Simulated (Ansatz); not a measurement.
Born–Oppenheimer molecular dynamics of a periodic cell of 17 atoms, Li16O (host Li, host structure bcc, interstitial O). It starts from a relaxed structure.

These are results of DFT PBEsol, scalar-relativistic, plane waves, PAW (Ansatz 0.2.0), not measurements. Settings: accuracy low, cutoff 420 eV, k mesh 2x2x2, fermi-dirac smearing 0.1 eV, no spin polarisation.

```yaml
ensemble: NVT, Nosé–Hoover chain
time_step: 1 fs
steps_asked: 250
set_temperature: 1500 K
thermostat: time constant 200 fs, chain length 1
seed: 671649
```

Frames 2 fs apart, positions in Å, forces in eV/Å.

Velocities at 0.0 fs (Å/ps):

```
Li 26.41 0.85 -16.68
Li -11.87 2.26 -9.02
Li -12.28 -8.69 18.93
Li 1.48 18.80 -17.92
Li -10.73 0.41 -3.92
Li 11.12 -14.72 -24.13
Li 4.34 -8.67 3.30
Li -10.09 20.22 9.43
Li 2.52 20.45 3.60
Li 15.26 -6.86 13.29
Li -19.02 2.04 -23.58
Li -11.16 -15.99 0.84
Li -7.58 -9.34 5.51
Li 14.95 4.24 24.73
Li -11.19 15.89 0.42
Li -7.23 -16.92 -4.23
O 10.87 -1.73 8.42
```

```xyz
17
Lattice="6.9800 0.0000 0.0000 0.0000 6.9800 0.0000 0.0000 0.0000 6.9800" Properties=species:S:1:pos:R:3:forces:R:3 time_fs=0.0 energy_less_start_eV=0.000 T=1500
Li 0.379 0.003 0.345 0.01 0.00 0.00
Li 3.111 0.003 0.345 -0.01 0.00 0.00
Li -0.142 3.478 -0.206 0.00 0.00 0.00
Li 0.398 -0.014 3.041 0.00 0.00 -0.01
Li 1.745 1.890 1.691 0.00 0.00 0.01
Li 3.632 3.478 -0.206 0.00 0.00 0.00
Li 3.092 -0.014 3.041 0.00 0.00 -0.01
Li 5.235 1.787 1.737 0.00 0.00 -0.01
Li -0.106 3.490 3.599 -0.01 0.00 0.00
Li 1.745 5.079 1.674 0.00 0.00 0.00
Li 1.745 1.734 5.182 0.00 0.01 0.00
Li 3.596 3.490 3.599 0.01 0.00 0.00
Li 5.235 5.178 1.718 0.00 0.00 -0.01
Li 5.235 1.427 5.157 0.00 0.01 0.01
Li 1.745 5.234 5.200 0.00 -0.01 -0.01
Li 5.235 5.542 5.172 0.00 -0.01 0.00
O 1.745 -0.005 1.684 0.00 0.00 0.00
17
Lattice="6.9800 0.0000 0.0000 0.0000 6.9800 0.0000 0.0000 0.0000 6.9800" Properties=species:S:1:pos:R:3:forces:R:3 time_fs=2.0 energy_less_start_eV=0.022 T=1489
Li 0.432 0.005 0.312 -0.09 -0.03 0.09
Li 3.087 0.008 0.327 0.08 0.01 0.04
Li -0.166 3.461 -0.169 0.06 0.03 -0.03
Li 0.401 0.024 3.005 -0.05 -0.06 0.05
Li 1.724 1.890 1.683 0.06 0.01 0.01
Li 3.654 3.449 -0.255 -0.07 0.03 0.04
Li 3.101 -0.031 3.048 0.01 0.05 0.01
Li 5.215 1.827 1.756 0.03 -0.05 -0.01
Li -0.101 3.531 3.606 -0.03 -0.04 0.00
Li 1.776 5.065 1.701 -0.03 0.03 -0.03
Li 1.707 1.738 5.135 0.01 0.03 0.05
Li 3.574 3.458 3.601 0.03 0.03 0.02
Li 5.220 5.159 1.729 0.01 0.03 -0.04
Li 5.265 1.436 5.206 0.00 -0.04 -0.05
Li 1.722 5.266 5.201 0.01 -0.06 -0.02
Li 5.221 5.508 5.164 0.01 0.04 0.00
O 1.767 -0.009 1.701 -0.05 -0.01 -0.14
17
Lattice="6.9800 0.0000 0.0000 0.0000 6.9800 0.0000 0.0000 0.0000 6.9800" Properties=species:S:1:pos:R:3:forces:R:3 time_fs=4.0 energy_less_start_eV=0.091 T=1456
Li 0.484 0.007 0.279 -0.19 -0.05 0.18
Li 3.064 0.013 0.309 0.18 0.03 0.08
Li -0.191 3.444 -0.131 0.12 0.07 -0.06
Li 0.404 0.061 2.970 -0.10 -0.13 0.11
Li 1.702 1.891 1.675 0.13 0.03 0.02
Li 3.676 3.420 -0.303 -0.15 0.06 0.08
Li 3.110 -0.048 3.054 0.03 0.09 0.03
Li 5.195 1.867 1.775 0.05 -0.09 -0.01
Li -0.096 3.572 3.614 -0.05 -0.09 0.00
Li 1.806 5.052 1.727 -0.05 0.06 -0.06
Li 1.669 1.742 5.088 0.02 0.04 0.10
Li 3.551 3.426 3.603 0.04 0.06 0.03
Li 5.205 5.141 1.739 0.01 0.06 -0.06
Li 5.295 1.444 5.255 0.01 -0.09 -0.11
Li 1.700 5.297 5.202 0.03 -0.11 -0.04
Li 5.206 5.474 5.155 0.01 0.09 0.01
O 1.788 -0.012 1.717 -0.09 -0.01 -0.29
17
Lattice="6.9800 0.0000 0.0000 0.0000 6.9800 0.0000 0.0000 0.0000 6.9800" Properties=species:S:1:pos:R:3:forces:R:3 time_fs=6.0 energy_less_start_eV=0.203 T=1402
Li 0.536 0.008 0.247 -0.30 -0.06 0.26
Li 3.041 0.017 0.292 0.30 0.04 0.12
Li -0.214 3.427 -0.093 0.18 0.10 -0.09
Li 0.406 0.098 2.935 -0.16 -0.20 0.16
Li 1.682 1.892 1.668 0.19 0.04 0.02
Li 3.697 3.391 -0.350 -0.22 0.09 0.12
Li 3.118 -0.065 3.061 0.05 0.13 0.06
Li 5.175 1.907 1.793 0.07 -0.13 -0.01
Li -0.092 3.612 3.621 -0.06 -0.13 0.00
Li 1.836 5.038 1.753 -0.08 0.09 -0.09
Li 1.631 1.747 5.042 0.03 0.04 0.16
Li 3.529 3.395 3.605 0.05 0.09 0.05
Li 5.190 5.123 1.750 0.02 0.08 -0.09
Li 5.325 1.452 5.304 0.02 -0.14 -0.17
Li 1.678 5.328 5.202 0.05 -0.17 -0.07
Li 5.192 5.441 5.147 0.02 0.13 0.01
O 1.810 -0.016 1.733 -0.13 0.00 -0.44
17
Lattice="6.9800 0.0000 0.0000 0.0000 6.9800 0.0000 0.0000 0.0000 6.9800" Properties=species:S:1:pos:R:3:forces:R:3 time_fs=8.0 energy_less_start_eV=0.355 T=1328
Li 0.585 0.009 0.217 -0.42 -0.08 0.35
Li 3.021 0.022 0.275 0.42 0.05 0.16
Li -0.237 3.411 -0.057 0.24 0.14 -0.12
Li 0.407 0.133 2.901 -0.22 -0.27 0.21
Li 1.663 1.894 1.660 0.26 0.06 0.01
Li 3.716 3.362 -0.397 -0.29 0.11 0.16
Li 3.127 -0.080 3.069 0.06 0.17 0.09
Li 5.156 1.946 1.812 0.09 -0.17 0.00
Li -0.087 3.651 3.628 -0.08 -0.18 0.00
Li 1.865 5.026 1.779 -0.11 0.12 -0.13
Li 1.593 1.752 4.997 0.03 0.05 0.21
Li 3.508 3.364 3.607 0.06 0.13 0.06
Li 5.175 5.105 1.760 0.02 0.10 -0.11
Li 5.355 1.459 5.352 0.02 -0.19 -0.22
Li 1.656 5.358 5.202 0.07 -0.22 -0.10
Li 5.178 5.409 5.139 0.02 0.17 0.02
O 1.831 -0.019 1.748 -0.17 0.01 -0.58
17
Lattice="6.9800 0.0000 0.0000 0.0000 6.9800 0.0000 0.0000 0.0000 6.9800" Properties=species:S:1:pos:R:3:forces:R:3 time_fs=10.0 energy_less_start_eV=0.541 T=1239
Li 0.633 0.009 0.188 -0.54 -0.08 0.43
Li 3.002 0.027 0.259 0.54 0.06 0.20
Li -0.258 3.395 -0.021 0.29 0.18 -0.15
Li 0.407 0.167 2.868 -0.27 -0.35 0.24
Li 1.645 1.895 1.653 0.32 0.07 0.01
Li 3.735 3.334 -0.443 -0.36 0.14 0.21
Li 3.137 -0.095 3.076 0.08 0.20 0.11
Li 5.137 1.984 1.831 0.10 -0.20 0.01
Li -0.084 3.690 3.635 -0.09 -0.22 -0.01
Li 1.895 5.014 1.804 -0.13 0.15 -0.16
Li 1.556 1.757 4.952 0.04 0.05 0.27
Li 3.486 3.334 3.609 0.07 0.16 0.07
Li 5.160 5.088 1.769 0.02 0.12 -0.12
Li 5.385 1.464 5.398 0.03 -0.25 -0.28
Li 1.635 5.387 5.202 0.09 -0.27 -0.13
Li 5.163 5.377 5.130 0.02 0.21 0.03
O 1.851 -0.023 1.761 -0.21 0.02 -0.71
17
Lattice="6.9800 0.0000 0.0000 0.0000 6.9800 0.0000 0.0000 0.0000 6.9800" Properties=species:S:1:pos:R:3:forces:R:3 time_fs=12.0 energy_less_start_eV=0.751 T=1137
Li 0.677 0.009 0.162 -0.65 -0.09 0.50
Li 2.987 0.033 0.245 0.67 0.07 0.24
Li -0.277 3.381 0.015 0.34 0.21 -0.18
Li 0.405 0.199 2.836 -0.31 -0.42 0.27
Li 1.629 1.897 1.645 0.39 0.09 0.00
Li 3.751 3.307 -0.488 -0.43 0.16 0.26
Li 3.147 -0.109 3.084 0.09 0.24 0.14
Li 5.119 2.021 1.849 0.12 -0.24 0.01
Li -0.080 3.727 3.642 -0.10 -0.26 -0.02
Li 1.923 5.003 1.828 -0.16 0.18 -0.20
Li 1.518 1.762 4.910 0.04 0.06 0.32
Li 3.466 3.304 3.612 0.08 0.19 0.08
Li 5.145 5.071 1.778 0.02 0.14 -0.14
Li 5.415 1.469 5.443 0.03 -0.30 -0.33
Li 1.614 5.414 5.201 0.11 -0.31 -0.17
Li 5.149 5.347 5.122 0.02 0.25 0.04
O 1.871 -0.026 1.773 -0.25 0.04 -0.81
17
Lattice="6.9800 0.0000 0.0000 0.0000 6.9800 0.0000 0.0000 0.0000 6.9800" Properties=species:S:1:pos:R:3:forces:R:3 time_fs=14.0 energy_less_start_eV=0.976 T=1029
Li 0.718 0.009 0.139 -0.77 -0.09 0.57
Li 2.976 0.039 0.231 0.79 0.07 0.28
Li -0.295 3.368 0.049 0.38 0.25 -0.20
Li 0.402 0.228 2.806 -0.34 -0.49 0.28
Li 1.615 1.900 1.638 0.45 0.10 -0.01
Li 3.764 3.281 -0.531 -0.48 0.17 0.30
Li 3.158 -0.122 3.094 0.09 0.28 0.15
Li 5.101 2.056 1.868 0.13 -0.28 0.02
Li -0.078 3.763 3.649 -0.10 -0.29 -0.04
Li 1.950 4.993 1.851 -0.19 0.20 -0.23
Li 1.481 1.768 4.869 0.05 0.06 0.36
Li 3.445 3.276 3.616 0.08 0.22 0.08
Li 5.130 5.055 1.786 0.02 0.16 -0.15
Li 5.446 1.472 5.486 0.04 -0.35 -0.37
Li 1.593 5.439 5.198 0.13 -0.36 -0.21
Li 5.135 5.318 5.115 0.02 0.28 0.05
O 1.891 -0.029 1.782 -0.30 0.06 -0.89
17
Lattice="6.9800 0.0000 0.0000 0.0000 6.9800 0.0000 0.0000 0.0000 6.9800" Properties=species:S:1:pos:R:3:forces:R:3 time_fs=16.0 energy_less_start_eV=1.204 T=919
Li 0.754 0.008 0.119 -0.86 -0.09 0.63
Li 2.969 0.045 0.219 0.89 0.08 0.31
Li -0.311 3.356 0.082 0.42 0.29 -0.22
Li 0.397 0.255 2.778 -0.34 -0.56 0.28
Li 1.604 1.903 1.630 0.51 0.11 -0.02
Li 3.776 3.256 -0.573 -0.53 0.19 0.35
Li 3.168 -0.133 3.103 0.08 0.31 0.16
Li 5.084 2.090 1.887 0.14 -0.31 0.02
Li -0.075 3.797 3.656 -0.11 -0.33 -0.05
Li 1.977 4.984 1.872 -0.21 0.23 -0.26
Li 1.444 1.773 4.830 0.06 0.05 0.41
Li 3.425 3.249 3.619 0.08 0.25 0.09
Li 5.116 5.041 1.793 0.02 0.18 -0.16
Li 5.477 1.473 5.527 0.04 -0.40 -0.40
Li 1.574 5.463 5.195 0.15 -0.39 -0.24
Li 5.122 5.291 5.107 0.02 0.31 0.05
O 1.910 -0.033 1.790 -0.34 0.09 -0.94
17
Lattice="6.9800 0.0000 0.0000 0.0000 6.9800 0.0000 0.0000 0.0000 6.9800" Properties=species:S:1:pos:R:3:forces:R:3 time_fs=18.0 energy_less_start_eV=1.424 T=813
Li 0.786 0.006 0.102 -0.94 -0.08 0.69
Li 2.966 0.052 0.209 0.98 0.08 0.34
Li -0.324 3.345 0.114 0.44 0.32 -0.24
Li 0.390 0.279 2.751 -0.34 -0.62 0.27
Li 1.595 1.906 1.622 0.56 0.11 -0.03
Li 3.784 3.232 -0.613 -0.57 0.19 0.39
Li 3.180 -0.142 3.114 0.07 0.34 0.16
Li 5.068 2.123 1.906 0.15 -0.34 0.02
Li -0.074 3.829 3.663 -0.11 -0.36 -0.07
Li 2.002 4.976 1.893 -0.24 0.25 -0.29
Li 1.408 1.780 4.793 0.06 0.05 0.45
Li 3.405 3.223 3.624 0.08 0.27 0.09
Li 5.102 5.027 1.799 0.02 0.20 -0.17
Li 5.508 1.471 5.566 0.03 -0.44 -0.43
Li 1.555 5.484 5.191 0.17 -0.42 -0.27
Li 5.108 5.265 5.100 0.01 0.33 0.06
O 1.928 -0.035 1.795 -0.38 0.11 -0.97
17
Lattice="6.9800 0.0000 0.0000 0.0000 6.9800 0.0000 0.0000 0.0000 6.9800" Properties=species:S:1:pos:R:3:forces:R:3 time_fs=20.0 energy_less_start_eV=1.625 T=716
Li 0.812 0.005 0.090 -0.98 -0.08 0.73
Li 2.970 0.059 0.201 1.03 0.08 0.37
Li -0.335 3.337 0.145 0.46 0.35 -0.26
Li 0.381 0.299 2.725 -0.32 -0.68 0.25
Li 1.589 1.911 1.615 0.60 0.11 -0.04
Li 3.789 3.208 -0.651 -0.59 0.19 0.43
Li 3.192 -0.149 3.126 0.04 0.37 0.15
Li 5.053 2.153 1.925 0.16 -0.37 0.02
Li -0.073 3.859 3.669 -0.11 -0.38 -0.09
Li 2.026 4.970 1.911 -0.27 0.27 -0.31
Li 1.372 1.786 4.759 0.07 0.04 0.48
Li 3.386 3.199 3.628 0.08 0.29 0.09
Li 5.087 5.014 1.804 0.03 0.22 -0.18
Li 5.539 1.468 5.603 0.02 -0.47 -0.45
Li 1.537 5.503 5.184 0.18 -0.44 -0.29
Li 5.094 5.241 5.093 0.01 0.36 0.07
O 1.945 -0.038 1.798 -0.42 0.13 -0.97
17
Lattice="6.9800 0.0000 0.0000 0.0000 6.9800 0.0000 0.0000 0.0000 6.9800" Properties=species:S:1:pos:R:3:forces:R:3 time_fs=22.0 energy_less_start_eV=1.798 T=633
Li 0.833 0.002 0.081 -1.00 -0.08 0.76
Li 2.978 0.067 0.195 1.06 0.08 0.39
Li -0.343 3.330 0.174 0.47 0.37 -0.28
Li 0.370 0.316 2.701 -0.29 -0.72 0.23
Li 1.587 1.915 1.607 0.64 0.10 -0.04
Li 3.790 3.186 -0.686 -0.60 0.19 0.47
Li 3.204 -0.154 3.139 0.01 0.40 0.13
Li 5.038 2.182 1.944 0.17 -0.40 0.02
Li -0.073 3.888 3.674 -0.11 -0.40 -0.12
Li 2.048 4.965 1.928 -0.29 0.29 -0.34
Li 1.336 1.793 4.727 0.08 0.04 0.51
Li 3.368 3.176 3.634 0.07 0.31 0.08
Li 5.073 5.003 1.808 0.03 0.25 -0.18
Li 5.570 1.461 5.636 0.00 -0.49 -0.46
Li 1.520 5.519 5.177 0.20 -0.45 -0.30
Li 5.080 5.219 5.086 0.01 0.37 0.08
O 1.961 -0.041 1.798 -0.45 0.15 -0.96
```

Of the whole run (250 fs, mean temperature of the second half 877 K): The conserved energy stayed within 0.077 meV per atom of its start (net change 0.047 meV per atom), so the integration is sound. The mean temperature of the second half is 42 % below the set value. A run of 0.25 ps of so small a system gives no equilibrium averages. Limits of this set-up: coarse k mesh, low accuracy level.

Run time: 15 min on 1 thread of Arm Neoverse V1 (shared host), peak memory 0.59 GiB.
